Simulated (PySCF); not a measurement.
C2H5BF2. Atoms are numbered in the order given.

```xyz
10

B      0.0124     0.6069     0.0000
F     -1.3071     0.6975     0.0000
F      0.6722     1.7540     0.0000
C      0.7618    -0.7628     0.0000
C     -0.1215    -2.0033     0.0000
H      1.4443    -0.7552     0.8701
H      1.4443    -0.7552    -0.8701
H     -0.7761    -2.0310    -0.8843
H     -0.7761    -2.0310     0.8843
H      0.4740    -2.9285     0.0000
```

Geometry: PBE0-D3(BJ)/def2-SVP. One conformer was computed; it need not be the lowest.

The numbers are results of PBE/def2-TZVP (PySCF), not measurements.

Isolated molecule, no solvent.

### Question
Estimate the frontier levels, gap, dipole moment and polarisability. (An estimate is asked for; the answer gives what the named calculation found.)

### Answer

```json
{
  "highest_occupied_level": "-7.88 eV",
  "lowest_empty_level": "-0.67 eV",
  "orbital_gap": "7.21 eV",
  "dipole_moment": "1.57 D",
  "quadrupole, principal values (traceless, Buckingham form, about the centre of nuclear charge)": "-2.99, -0.72, 3.72 D·Å",
  "mean_static_polarisability": "39.3 bohr³ (5.83 Å³)",
  "polarisability_principal_values": "34.1, 39.8, 44.1 bohr³"
}
```
